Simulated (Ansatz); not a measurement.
Compare A (`[SiH3][SiH]1NCN1`) with its isomer B (`N[SiH]1NC[SiH2]1`).

Calculated with Ansatz (gas phase, PBE0-D4/def2-TZVP geometries, no zero-point term in ΔE). CCSD(T)/CBS is the MP2 limit (def2-TZVPP, def2-QZVPP) plus CCSD(T) − MP2 in def2-TZVPP, frozen cores. DFT in def2-TZVPP. B3LYP here is the variant with VWN-RPA as its local correlation; programs differ in this. One conformer a species, not always the lowest.

Problem. Which is lower in electronic energy at CCSD(T)/CBS, and by how much? (Estimate.)

Solution. Computed: B, by 21.7 kcal/mol.

Problem. Give E(B) − E(A) in kcal/mol with B3LYP, ωB97M-V, B3LYP-D4, PBE0-D4, PBE-D4, r2SCAN-D4, CCSD(T)/def2-TZVPP. (Estimate.)

Solution. The calculation gave: B3LYP -20.8, ωB97M-V -21.9, B3LYP-D4 -21.2, PBE0-D4 -21.3, PBE-D4 -21.8, r2SCAN-D4 -21.8, CCSD(T)/def2-TZVPP -20.8. None reverses the order clearly.

Largest T1 diagnostic: 0.012.

In def2-TZVPP, CCSD(T) changes the Hartree–Fock value by −3.7 kcal/mol (the triples alone add −0.5 kcal/mol) and MP2 by −4.9 kcal/mol.
